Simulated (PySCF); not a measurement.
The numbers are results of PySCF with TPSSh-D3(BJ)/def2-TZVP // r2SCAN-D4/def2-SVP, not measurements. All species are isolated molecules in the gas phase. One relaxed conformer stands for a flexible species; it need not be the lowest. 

Reference species: [Nb(F)4(OH)] (neutral, multiplicity 1).

```
Property                Result
-------------------  ---------
HOMO                 -10.13 eV
coordination number          5
```

Changed species: [Nb(F)2(OH)3] (3 of 5 F replaced by OH; the reference has 1 of 5 F replaced by OH).

Task: What does the change do to the HOMO and coordination number?

Result: the HOMO increases by 1.64 eV, to -8.49 eV; the coordination number stays essentially unchanged.
